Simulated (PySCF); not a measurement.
Input for PySCF:
```python
from pyscf import gto, scf, dft

mol = gto.Mole()
mol.atom = '''
    Cl    0.000000    0.000000    0.000000
'''
mol.basis = 'sto-3g'
mol.charge = 1
mol.spin = 2
mol.verbose = 3
mol.build()

mf = dft.UKS(mol)
mf.xc = 'b3lyp'
mf.kernel()
```

Task: What does this run give for the number of basis functions, HOMO energy, <S^2>, total energy?

Result: 
The number of basis functions is 9 and the HOMO energy comes out as -20.41 eV. The <S^2> comes out as 2.000 and the total energy is -454.6561 Eh.

These values belong to the state on which the SCF converged, which isn't shown to be the lowest.
